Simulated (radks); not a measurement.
Neutral europium, configuration [Xe] 4f7 6s2. Method: Dirac Kohn-Sham, PBE, spin-unpolarised, spherical densities, point nucleus; open shells are shared between the two j in proportion to 2j + 1; computed with a radial shooting solver on a logarithmic mesh with Libxc functionals.

Radial electron density D(r) = 4 pi r^2 rho(r):

r (bohr),D(r) (e/bohr)
0.0009264,3.460
0.001266,5.768
0.001729,9.466
0.002362,15.21
0.003227,23.72
0.004373,35.22
0.005975,50.12
0.008162,66.38
0.01115,80.00
0.01523,85.84
0.02065,82.17
0.02821,75.84
0.03853,81.10
0.05264,100.7
0.07192,110.5
0.09747,94.12
0.1332,83.51
0.1819,96.97
0.2485,79.72
0.3368,43.55
0.4601,44.74
0.6286,42.51
0.8588,21.88
1.173,12.16
1.59,7.671
2.172,3.045
2.968,1.068
4.054,0.6311
5.539,0.2892
7.507,0.06481
10.26,0.005466
14.01,0.0001331

D(r) has 4 maxima, at r = 0.0156, 0.0685, 0.192, 0.531 bohr, and minima at 0.0301, 0.126, 0.380 bohr, inside which lie 2.02, 11.14, 29.26 electrons.
